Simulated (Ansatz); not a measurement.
Calculated with Ansatz (gas phase, PBE0-D4/def2-TZVP geometries, no zero-point term in ΔE). CBS: MP2 limit from def2 TZ/QZ plus the TZ coupled-cluster correction, frozen cores. This one scheme is used for every species. Functionals use def2-TZVPP. One conformer a species, not always the lowest.

`CO[CH2][AlH][OH]` + HCl → `[OH][AlH][Cl]` + `COC`  (ligand exchange at the Al–C bond)

```json
{"level": "BLYP-D4", "ΔE (kJ/mol)": "-183.7"}
{"level": "B2PLYP", "ΔE (kJ/mol)": "-198.0"}
{"level": "PBE0", "ΔE (kJ/mol)": "-193.8"}
{"level": "CAM-B3LYP", "ΔE (kJ/mol)": "-197.0"}
```

Q: What does CCSD(T)/CBS give? (An estimate is asked.)

A: Computed: -193.9 kJ/mol. The listed levels differ from it by 10.2, -4.1, 0.1, -3.1 kJ/mol.

Largest T1 diagnostic among the species: 0.012.

From PBE to PBE0 (25 % exact exchange), in def2-TZVPP and without D4, ΔE moves by −8.3 kJ/mol. The D4 term adds +6.0 kJ/mol with B3LYP and +3.6 kJ/mol with PBE0; it sums over pairs of atoms, weighted by their polarisabilities, and B3LYP, whose exchange is more repulsive, gets the larger term. Leaving LDA and LC-ωPBE aside and taking each functional with its dispersion term where it has one, the values, not all of them listed here, spread over 20.9 kJ/mol, from BHLYP-D4 to revPBE-D4. LDA lies +8.4 kJ/mol from PBE without D4.

B3LYP here is the variant with VWN-RPA as its local correlation; programs differ in this.
